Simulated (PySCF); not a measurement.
Magnetisability: `InChI=1S/C2H8SSi/c1-2-4-3/h3H,2,4H2,1H3`

Geometry (Å), atoms numbered from 1 in this order:
```xyz
12

C    -1.6703   -0.4055    0.1324
C    -0.1980   -0.6441    0.4571
Si    0.8679    0.9020    0.3311
S     2.9257    0.5131    0.8401
H    -1.8045   -0.0184   -0.8904
H    -2.2573   -1.3341    0.2093
H    -2.1244    0.3255    0.8202
H     0.2328   -1.4031   -0.2193
H    -0.0745   -1.0453    1.4774
H     0.4336    1.9337    1.3194
H     0.7685    1.4755   -1.0478
H     3.1449   -0.3084   -0.2106
```

Method: PySCF, GIAO B97-2/6-31G* magnetisability, rotational g tensor and spin-rotation constants, non-relativistic, gas phase. Geometry: PBE0-D3(BJ)/def2-SVP.

(1) What are the magnetisability and the molar susceptibility?

(2) Split it along the inertial axes a, b, c into diamagnetic and paramagnetic parts about the centre of mass, with the quadrupole moment.

(3) And the rotational g tensor?

Results:

(1) Isotropic -1115 × 10⁻³⁰ J/T², or -67.2 × 10⁻⁶ cm³/mol; principal values -1187, -1086, -1073 × 10⁻³⁰ J/T², anisotropy 109 × 10⁻³⁰ J/T² (root of half the summed squared differences of the principal values). The susceptibility is in cgs units.

(2) 
| axis | χ (10⁻⁶ cm³/mol) | diamagnetic (10⁻⁶ cm³/mol) | paramagnetic (10⁻⁶ cm³/mol) | summed x² of all electrons (Å²) | quadrupole Θ (D Å) |
| --- | --- | --- | --- | --- | --- |
| a | -70.5 | -186.5 | 116.0 | 164.8 | -3.12 |
| b | -65.9 | -766.6 | 700.7 | 28.1 | +0.34 |
| c | -65.1 | -818.4 | 753.3 | 15.9 | +2.79 |

Anisotropies 2χaa − χbb − χcc = -10.0 and 2χbb − χaa − χcc = +3.8 × 10⁻⁶ cm³/mol. Θ is traceless in Buckingham's convention.

(3) 
| axis | rotational constant (GHz) | g | nuclear part | electronic part |
| --- | --- | --- | --- | --- |
| a | 13.9482 | -0.0158 | 0.7444 | -0.7603 |
| b | 1.7925 | -0.0076 | 0.5824 | -0.5900 |
| c | 1.6676 | -0.0089 | 0.5813 | -0.5901 |

Asymmetric top; isotopes 12C, 1H, 32S, 28Si; no vibrational averaging.
